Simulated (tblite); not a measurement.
Compound: CH5ClOSi.
Structure used (GFN2-xTB), in Å, numbered top down from 1:
```
atom  x, y, z in Å
O1     1.7029    0.6523    0.1971
Si2    0.6609   -0.5838    0.1618
C3    -1.0555    0.0294   -0.4286
Cl4   -1.5996    1.3534    0.6462
H5     1.4660    1.4987    0.5714
H6     1.2259   -1.4768   -0.8383
H7     0.4743   -1.1732    1.4857
H8    -1.8236   -0.7372   -0.3865
H9    -1.0377    0.4432   -1.4341
```

Computed with GFN2-xTB (tblite): harmonic, unscaled wavenumbers at the GFN2-xTB geometry, gas phase. The method is semi-empirical: single wavenumbers can be off by several per cent or more. Modes of hydrogen on silicon can be 10 to 20 % off. One conformer, not necessarily the lowest.

Harmonic wavenumbers (cm⁻¹): 60.6, 143.9, 240.6, 287.3, 498.5, 586.7, 650.1, 705.8, 743.3, 757.6, 770.0, 800.8, 927.1, 1097.4, 1197.2, 1440.4, 2279.3, 2336.3, 2999.9, 3017.9, 3636.5.

A = 8916, B = 2455, C = 2095 MHz; mass 95.980 u (most abundant isotopes); point group C1, symmetry number 1.

**Question.** What is the zero-point energy?

**Answer.** ½Σν̃ = 12589 cm⁻¹ = 35.99 kcal/mol.

**Question.** Entropy at 298.15 K, 1 bar (ideal gas, RRHO, classical rotation)?

**Answer.** Translation 39.62, rotation 26.35, vibration 13.47: S = 79.4 cal/(mol K).

**Question.** And Cp and H(298.15 K) − H(0)?

**Answer.** Cp = 23.24 cal/(mol K), of which vibrations give 15.29 (their classical limit is 21 R = 41.7); H(298.15 K) − H(0) = 4.56 kcal/mol without the zero-point energy, 2.19 from vibrations.

**Question.** Blend soft modes into free rotors: weight 1/[1 + (100 cm⁻¹/ν̃)⁴] for the oscillator and the rest for a rotor with moment μB/(μ + B), μ = h/(8π²ν), B = 10⁻⁴⁴ kg m². What vibrational entropy results?

**Answer.** 12.48 cal/(mol K) in place of 13.47, which changes −T·S at 298.15 K by +0.30 kcal/mol.

**Question.** How do the functions run with temperature in this model?

**Answer.** 
| T (K) | S (cal/(mol K)) | Cp (cal/(mol K)) | H − H(0) (kcal/mol) | G − H(0) (kcal/mol) | ln q(vib) |
| --- | --- | --- | --- | --- | --- |
| 100 | 60.9 | 12.7 | 1.02 | -5.08 | 0.73 |
| 200 | 71.3 | 17.9 | 2.54 | -11.72 | 1.89 |
| 300 | 79.6 | 23.3 | 4.60 | -19.27 | 3.10 |
| 500 | 93.5 | 30.9 | 10.10 | -36.63 | 5.60 |
| 800 | 109.5 | 37.1 | 20.40 | -67.19 | 9.12 |
| 1000 | 118.1 | 39.8 | 28.11 | -89.97 | 11.24 |

q(vib) and H(0) count from the zero-point level.

**Question.** Which modes carry the vibrational entropy at 298.15 K?

**Answer.** 60.6 cm⁻¹: 4.44; 143.9 cm⁻¹: 2.75; 240.6 cm⁻¹: 1.80; 287.3 cm⁻¹: 1.49; 498.5 cm⁻¹: 0.66; 586.7 cm⁻¹: 0.47 cal/(mol K); the other 15 give 1.86 together.

**Question.** What must be added to the electronic energy to get the Gibbs energy at 298.15 K and 1 bar?

**Answer.** ZPE + [H(298.15 K) − H(0)] − T·S = 35.99 + 4.56 − 23.69 = 16.86 kcal/mol.

Hindered rotation and anharmonicity are outside this model. Other conformers, if any are populated, would add a mixing term that is left out. The structure is chiral; the term R ln 2 for an equal mix with its mirror image is left out.
